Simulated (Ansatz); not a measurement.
Start from `C[O][W]([NH2])(=[S])=[S]` and change one atom or group to get `[CH3][W]([NH2])(=[S])=[S]`.

Ansatz, PBE0-D4/def2-TZVP geometries, multiplicity 1. Each molecule was computed in one conformer, which needn't be the lowest.

Elements past krypton have def2 core potentials.

| property | `C[O][W]([NH2])(=[S])=[S]` |
| --- | --- |
| zero-point energy (PBE0-D4/def2-TZVP) / kJ/mol | 186.3 |
| size of the dipole moment (ωB97M-V/def2-TZVPP) / D | 3.13 |
| HOMO energy (ωB97M-V/def2-TZVPP) / eV | -8.91 |
| HOMO–LUMO gap (PBE0/def2-TZVPP) / eV | 4.64 |
| LUMO energy (B3LYP/def2-TZVPP) / eV | -2.44 |
| HOMO energy (PBE0/def2-TZVPP) / eV | -6.94 |

Problem. Give the same properties after the change, and the shifts. (An estimate is asked.)

Solution. Ansatz gave: 
| property | `[CH3][W]([NH2])(=[S])=[S]` | shift |
| --- | --- | --- |
| zero-point energy (PBE0-D4/def2-TZVP) / kJ/mol | 170.7 | -15.6 |
| size of the dipole moment (ωB97M-V/def2-TZVPP) / D | 3.86 | 0.73 |
| HOMO energy (ωB97M-V/def2-TZVPP) / eV | -9.11 | -0.20 |
| HOMO–LUMO gap (PBE0/def2-TZVPP) / eV | 4.70 | 0.06 |
| LUMO energy (B3LYP/def2-TZVPP) / eV | -2.56 | -0.12 |
| HOMO energy (PBE0/def2-TZVPP) / eV | -7.10 | -0.16 |

The zero-point energy changes by -15.6 kJ/mol with -3 modes. Dipoles are sizes alone; their direction can turn.

B3LYP here is the variant with VWN-RPA as its local correlation; programs differ in this.
